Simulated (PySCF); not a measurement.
SrH₃⁻, singlet: structure and spectrum

Computed with PBE0 in PySCF with Sr def2-TZVPD with ECP28, H def2-TZVPD; scalar-relativistic core potentials, no spin–orbit coupling; density-fitted integrals.

The structure is a minimum.

| Property | Result |
| --- | --- |
| Point group | D3h |
| Bond lengths | Sr–H 2.299 Å (×3) |
| Bond angles | H–Sr–H 120.0° (×3) |
| Lowest empty level | 3.08 eV |
| Rotational constants | 2.109, 2.109, 1.055 cm⁻¹ |
| Principal polarisabilities | 87.5, 87.5, 87.8 bohr³ |
| Entropy at 298.15 K and 1 bar | 243.6 J/(mol K) |
| Rotational symmetry number | 6 |
| Heat capacity Cp at 298.15 K | 57.9 J/(mol K) |
| Highest occupied level | -1.39 eV |
| Zero-point energy | 23.9 kJ/mol |
| Dipole moment about the centre of mass | 0.00 D |
| Enthalpy at 298.15 K above 0 K | 13.08 kJ/mol |
| Principal quadrupole moments (Buckingham, traceless) about the centre of mass | -14.59, -14.59, 29.18 D Å |

Harmonic modes (masses in u: Sr 87.906, H 1.008):
```csv
symmetry,ω (cm⁻¹),"IR (km/mol, summed over degenerate members)",type
a2'',275,1278,bend
e',394,746,bend
e',946,2339,stretch
a1',1045,0.0,stretch
```

In D3h the vibrations span a2'' + 2e' + a1'. The a1' mode carries no infrared intensity, as symmetry demands.

Charges (e); Mulliken and Löwdin values are unreliable with diffuse functions:
```
  atom  Mulliken  Löwdin  polar tensor  Mayer order to Sr1
   Sr1      0.35    0.07          1.09                   –
H2,3,4     -0.45   -0.36         -0.70                0.78
```

Mulliken populations on Sr1 (electrons outside its core potential): s 2.50, p 6.60, d 0.55.

Counting electrons, strontium keeps none of its valence electrons outside its bonds, so the VSEPR class is AX3 and the expected shape is trigonal planar (D3h), as computed.

Only a few start shapes were tried, so a lower isomer may exist. The lowest empty level of this anion is unbound, so it and the gap depend on the basis.

The final relaxation and frequency run took roughly 17 core-seconds on a shared host.
